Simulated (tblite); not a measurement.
Species: C6H3ClNO (doublet state).
Numbering: `[CH3:1][C:2]#[C:3][c:4]1[c:5][c:6]([Cl:7])[o:8][n:9]1` (hydrogens: H10, H11, H12 on C1)
Bond orders are those of one Lewis drawing.

Computed with GFN2-xTB (tblite), gas phase: L-BFGS steps from a force-field or distance-geometry start until the largest atomic force falls under 0.01 eV/Å.

Step 14: E = -699.3980 eV
```
atom  x, y, z in Å  |  force x, y, z in eV/Å
C1      3.0363   -0.0008    0.3809    0.013  -0.018   0.007
C2      1.6106   -0.0907    0.2242   -0.021  -0.013   0.000
C3      0.4199   -0.2041    0.0895   -0.040   0.028   0.013
C4     -0.9765   -0.1865   -0.0066   -0.041   0.017  -0.019
C5     -1.8446    0.8730    0.3355   -0.012   0.036   0.018
C6     -3.0987    0.4186    0.0692   -0.013   0.005  -0.003
Cl7    -4.6153    1.1427    0.2317   -0.029  -0.011  -0.002
O8     -3.0287   -0.8376   -0.4077    0.034  -0.001  -0.007
N9     -1.7085   -1.1855   -0.4457    0.030  -0.025   0.007
H10     3.4536   -0.9937    0.5316    0.052  -0.055  -0.013
H11     3.4795    0.4451   -0.5077    0.018   0.000  -0.032
H12     3.2736    0.6188    1.2436    0.008   0.036   0.032
```

Step 15: E = -699.3986 eV
```
atom  x, y, z in Å  |  force x, y, z in eV/Å
C1      3.0364   -0.0028    0.3799    0.020  -0.020   0.009
C2      1.6106   -0.0952    0.2229    0.009   0.000   0.016
C3      0.4190   -0.2010    0.0911   -0.037   0.031   0.014
C4     -0.9772   -0.1823   -0.0047   -0.020   0.019  -0.029
C5     -1.8465    0.8768    0.3353   -0.008   0.019   0.022
C6     -3.0992    0.4188    0.0692   -0.038  -0.008  -0.014
Cl7    -4.6183    1.1379    0.2303   -0.029  -0.007  -0.001
O8     -3.0268   -0.8379   -0.4078    0.033   0.021   0.000
N9     -1.7060   -1.1825   -0.4451    0.013  -0.035   0.010
H10     3.4576   -0.9939    0.5338    0.042  -0.053  -0.037
H11     3.4774    0.4453   -0.5091    0.020  -0.015  -0.019
H12     3.2741    0.6162    1.2430   -0.006   0.049   0.029
```

Step 16: E = -699.3991 eV
```
atom  x, y, z in Å  |  force x, y, z in eV/Å
C1      3.0370   -0.0050    0.3791    0.017  -0.019   0.012
C2      1.6105   -0.0995    0.2221    0.036   0.010   0.030
C3      0.4180   -0.1975    0.0929   -0.013   0.034   0.015
C4     -0.9779   -0.1781   -0.0036   -0.002   0.017  -0.028
C5     -1.8488    0.8803    0.3353   -0.008  -0.007   0.016
C6     -3.1001    0.4190    0.0689   -0.042  -0.014  -0.019
Cl7    -4.6216    1.1334    0.2291   -0.025  -0.007  -0.002
O8     -3.0246   -0.8379   -0.4080    0.014   0.026   0.002
N9     -1.7034   -1.1803   -0.4444    0.000  -0.018   0.016
H10     3.4619   -0.9950    0.5351    0.024  -0.033  -0.054
H11     3.4759    0.4453   -0.5108    0.016  -0.033   0.004
H12     3.2743    0.6145    1.2428   -0.017   0.043   0.009
```

Step 17: E = -699.3995 eV
```
atom  x, y, z in Å  |  force x, y, z in eV/Å
C1      3.0380   -0.0071    0.3788    0.013  -0.013   0.015
C2      1.6108   -0.1028    0.2218    0.038   0.015   0.035
C3      0.4172   -0.1937    0.0949    0.019   0.036   0.014
C4     -0.9787   -0.1743   -0.0032    0.022   0.015  -0.016
C5     -1.8512    0.8831    0.3356   -0.013  -0.025   0.006
C6     -3.1016    0.4189    0.0684   -0.030  -0.010  -0.018
Cl7    -4.6250    1.1299    0.2281   -0.020  -0.010  -0.004
O8     -3.0227   -0.8378   -0.4082   -0.010   0.015   0.001
N9     -1.7013   -1.1788   -0.4434   -0.013   0.006   0.017
H10     3.4661   -0.9966    0.5352    0.006  -0.008  -0.060
H11     3.4752    0.4447   -0.5122    0.011  -0.046   0.025
H12     3.2744    0.6139    1.2429   -0.023   0.025  -0.015
```

Problem. Estimate the geometry and energy of step 18. (The exact step hangs on the optimiser's Hessian estimate; all steps are aligned on step 17, rigid shifts and turns removed.)

Solution. E = -699.4000 eV, largest force 0.062 eV/Å
```
atom  x, y, z in Å  |  force x, y, z in eV/Å
C1      3.0394   -0.0096    0.3789    0.004  -0.004   0.014
C2      1.6115   -0.1060    0.2223    0.025   0.017   0.035
C3      0.4168   -0.1888    0.0972    0.048   0.033   0.011
C4     -0.9792   -0.1701   -0.0032    0.033   0.010   0.005
C5     -1.8541    0.8853    0.3361   -0.015  -0.034  -0.007
C6     -3.1037    0.4187    0.0674   -0.007  -0.002  -0.011
Cl7    -4.6290    1.1262    0.2271   -0.015  -0.013  -0.006
O8     -3.0210   -0.8377   -0.4086   -0.031  -0.006  -0.003
N9     -1.6993   -1.1772   -0.4421   -0.016   0.032   0.013
H10     3.4709   -0.9985    0.5339   -0.013   0.016  -0.055
H11     3.4748    0.4430   -0.5131    0.006  -0.049   0.038
H12     3.2741    0.6139    1.2427   -0.020   0.000  -0.035
```

The energy changes by -0.0005 eV. The first-order estimate −F·Δx gives -0.0007 eV and the mean of the old and new forces, exact on a quadratic surface, -0.0005 eV. The step makes an angle of 67° with the force vector and moves no atom by more than 0.006 Å.

The cost below is that of the whole relaxation. Time: 0.33 s wall. Hardware: one thread, Intel Xeon at 2.70 GHz (x86_64), on a shared host.
